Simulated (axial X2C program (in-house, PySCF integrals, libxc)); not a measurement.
## Nuclear properties of NPbN²⁺

Calculated with an in-house all-electron X2C program for linear molecules (integrals from PySCF): two-component X2C with atomic mean-field Coulomb and Gaunt terms, Gaussian nuclei, basis N dyall-av3z, Pb dyall-v3z with contracted cores.

N–Pb–N held linear, with bonds 2.562 and 2.562 Å (a rough geometry, not the PBE0 minimum).

Input and command:
```json
{"zs": [7, 82, 7], "q": 2, "bas": ["dyall-av3z", "dyall-v3z", "dyall-av3z"], "r0": [1.95, 1.95], "symm": 1, "scan": ["PBE0", "HF", "PBE"], "levels": ["PBE0", "HF", "TPSSh"], "nst": 2}
```
```bash
python solin.py task.json out
```

Keys: zs atomic numbers; q charge; bas basis sets; r0 starting distance in Å; symm equal bonds; scan levels of the two-bond scan; levels methods; nst determinants followed.

Determinant lowest in the PBE0 search, Ω = 3 (⟨Sz⟩ = 2.99, ⟨Lz⟩ = 0.01 at PBE0), spin on the atoms N 1.45, Pb 0.10, N 1.45:

| level | A∥/gI N (MHz) | qzz N (a.u.) | A∥/gI Pb (MHz) | qzz Pb (a.u.) |
| --- | --- | --- | --- | --- |
| PBE0 | 14.1 | 0.19 | 441 | -5.16 |
| HF | 40.2 | 0.13 | 282 | -3.46 |
| TPSSh | 21.7 | 0.20 | 460 | -5.33 |

A∥ (defined per Ω) follows by multiplying with gI = μI/(I μN); qzz is the electric field gradient, eQq0 = 234.96 MHz × Q/barn × qzz. The operators were transformed with the bare-nucleus X2C matrices; with these basis sets, hyperfine constants and field gradients can be off by tens of per cent, and where levels differ in sign neither size nor sign is settled.

**Question.** With Q(14N) = 0.02044 barn, gI(207Pb) = 1.1851 (g factors from the IAEA table of nuclear moments by Stone; Q from Pyykkö, Mol. Phys. 2018), turn the PBE0 values of the first state into constants in MHz.

**Answer.** eQq0(14N) = 234.96 × (0.02044) × (0.19) = 0.912 MHz; A∥(207Pb) = 441 × 1.1851 = 523 MHz.

The molecule was held linear; bending was not examined, so a bent shape may lie lower.

Each state is one determinant with collinear spin, which with several unpaired electrons need not be a pure state. Unrestricted Hartree–Fock can overshoot spin polarisation at the nuclei. This is the top spin component of a Σ state; components of lower Ω are not single determinants and can lie lower. With several open shells hyperfine constants can be off by a factor of several. Open-shell Ω = 0 determinants with evenly filled partner blocks cannot be reached by this program, so the Ω shown need not be the lowest component. The search compared states at one distance, so a state with another bond length can lie lower. Further determinants of the search, some of them spin-mixed, are not shown. Where a field gradient or hyperfine factor spreads by more than a factor of two over the levels, a constant derived from it is not to be relied on.
